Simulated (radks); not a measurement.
Problem. The arsenic ion As6+ is in [Ar] 3d9. Method: scalar-relativistic Kohn-Sham, LDA (Slater exchange, Perdew-Wang correlation), spin-polarised, spherical densities, finite nucleus; Fermi nuclear charge, rms radius of each element as measured or else 0.836 A^(1/3) + 0.57 fm; computed with a radial shooting solver on a logarithmic mesh with Libxc functionals. Open shells are filled with parallel spins first. One electron is removed from 3d, 3p, 3s, 2p in turn, with full relaxation. Which removal costs least, and what does each cost?

Solution. 3d 150.96 eV; 3p 244.80 eV; 3s 301.44 eV; 2p 1445.4 eV. The 3d electron leaves first.
